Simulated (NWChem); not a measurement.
System meant: CoCl₂, quartet; SMILES [Cl][Co][Cl]

Input file for NWChem:

```
start job
memory heap 200 mb stack 900 mb global 1100 mb
geometry units angstroms noautoz
  Co     0.000000     0.000000     0.000000
  Cl     0.000000     0.000000     2.110423
  Cl     0.000000     0.000000    -2.110423
end
basis spherical
  * library def2-svp
end
dft
  odft
  mult 4
  xc pbe0
  iterations 4
  mulliken
end
task dft energy
```

End of the output:

```
     --------------------------
     Expectation value of S2:
     --------------------------
      <S2> =      3.7563 (Exact =     3.7500)

 center of mass
 --------------
 x =   0.00000000 y =   0.00000000 z =   0.00000000

 moments of inertia (a.u.)
 ------------------
        1112.366855435195           0.000000000000           0.000000000000
           0.000000000000        1112.366855435195           0.000000000000
           0.000000000000           0.000000000000           0.000000000000

     Multipole analysis of the density
     ---------------------------------

     L   x y z        total         alpha         beta         nuclear
     -   - - -        -----         -----         ----         -------
     0   0 0 0     -0.000000    -32.000000    -29.000000     61.000000

     1   1 0 0     -0.000000     -0.000000     -0.000000      0.000000
     1   0 1 0     -0.000000     -0.000000     -0.000000      0.000000
     1   0 0 1     -0.000000      0.000000     -0.000000      0.000000

     2   2 0 0    -27.465272    -14.660441    -12.804831      0.000000
     2   1 1 0      0.000000      0.000000      0.000000      0.000000
     2   1 0 1     -0.000000     -0.000000     -0.000000      0.000000
     2   0 2 0    -27.465272    -14.660441    -12.804831      0.000000
     2   0 1 1     -0.000000     -0.000000     -0.000000      0.000000
     2   0 0 2    -36.574860   -292.038137   -285.310484    540.773761

 ------------------------------------------------------------------------
 dft energy failed                                                                                  0
 ------------------------------------------------------------------------
 ------------------------------------------------------------------------
  current input line :
    18: task dft energy
 ------------------------------------------------------------------------
 ------------------------------------------------------------------------
 This type of error is most commonly associated with calculations not reaching convergence criteria
 ------------------------------------------------------------------------
 For more information see the NWChem manual at https://nwchemgit.github.io

0:dft energy failed:Received an Error in Communication
```

Question: Find the fault in this run and fix the input.

Answer: The run did not converge; its last values are not results. Cause: the SCF was allowed too few iterations. This input runs:
```
start job
memory heap 200 mb stack 900 mb global 1100 mb
geometry units angstroms noautoz
  Co     0.000000     0.000000     0.000000
  Cl     0.000000     0.000000     2.110423
  Cl     0.000000     0.000000    -2.110423
end
basis spherical
  * library def2-svp
end
dft
  odft
  mult 4
  xc pbe0
  iterations 150
  mulliken
end
task dft energy
```
It converges to -2302.23194 Ha (PBE0/def2-SVP, spin-unrestricted).
